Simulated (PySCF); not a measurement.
C2H9PSi, SMILES C[SiH](C)P.

Geometry optimised at PBE0-D3(BJ)/def2-SVP. Other conformers were not sampled.

Level of theory: TDDFT-PBE0/def2-SVPD (PySCF 2.14.0).

Vertical excitations. 

| state | energy (eV) | λ (nm) | f | main pairs |
|---|---|---|---|---|
| S1 | 6.33 | 196 | 0.011 | HOMO→LUMO 72 %, HOMO→LUMO+1 22 % |
| S2 | 6.53 | 190 | 0.036 | HOMO→LUMO+1 75 %, HOMO→LUMO 22 % |
| S3 | 7.13 | 174 | 0.151 | HOMO→LUMO+3 78 %, HOMO→LUMO+2 12 % |
| S4 | 7.23 | 171 | 0.057 | HOMO→LUMO+2 60 %, HOMO→LUMO+4 17 %, HOMO→LUMO+3 15 % |
| S5 | 7.42 | 167 | 0.100 | HOMO→LUMO+4 73 %, HOMO→LUMO+2 16 % |
| S6 | 7.78 | 159 | 0.061 | HOMO−1→LUMO 90 % |
| S7 | 7.82 | 159 | 0.014 | HOMO→LUMO+5 81 % |
| S8 | 8.08 | 153 | 0.025 | HOMO−1→LUMO+1 66 % |
| S9 | 8.14 | 152 | 0.037 | HOMO−2→LUMO 80 % |
| S10 | 8.20 | 151 | 0.003 | HOMO→LUMO+6 81 % |
| T1 | 5.55 | 223 | 0 | HOMO→LUMO 43 %, HOMO→LUMO+1 32 %, HOMO→LUMO+4 14 % |
| T2 | 5.64 | 220 | 0 | HOMO→LUMO+1 41 %, HOMO→LUMO+2 30 %, HOMO→LUMO 15 % |
| T3 | 6.39 | 194 | 0 | HOMO→LUMO+2 34 %, HOMO→LUMO+3 24 %, HOMO→LUMO 20 %, HOMO→LUMO+1 17 % |
| T4 | 6.80 | 182 | 0 | HOMO→LUMO+3 29 %, HOMO→LUMO 13 %, HOMO→LUMO+4 13 %, HOMO−1→LUMO 8 % |
Triplets are in the Tamm–Dancoff approximation, which puts them higher than full response would, so one can lie above its singlet here.
